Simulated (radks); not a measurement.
Question: Coherent X-ray form factor from a spherical all-electron density. Calculated with a radial shooting solver on a logarithmic mesh with Libxc functionals: Dirac Kohn-Sham, PBE, spin-unpolarised, spherical densities, finite nucleus; Fermi nuclear charge, rms radius of each element as measured or else 0.836 A^(1/3) + 0.57 fm.

sin(theta)/lambda (1/angstrom)  f0 (electrons)
0.05                                    47.566
0.1                                     46.325
0.15                                    44.442
0.2                                     42.135
0.25                                    39.615
0.3                                     37.053
0.4                                     32.227
0.5                                     28.110
0.6                                     24.786
0.8                                     20.183
1                                       17.299
1.25                                    14.570
1.5                                     12.115
2                                        8.243

The species is in the configuration that NIST lists as its ground one. Which atom or ion scatters so?

Answer: The iodine ion I5+, [Kr] 4d10 5s2. Extrapolating in s^2 from the first two rows gives f0(0) = 48.0, near the electron count 48; among species with that count, the fall with angle is slower the higher Z, and the table is that of Z = 53; from so few rows the species is fixed only to a neighbour or two.
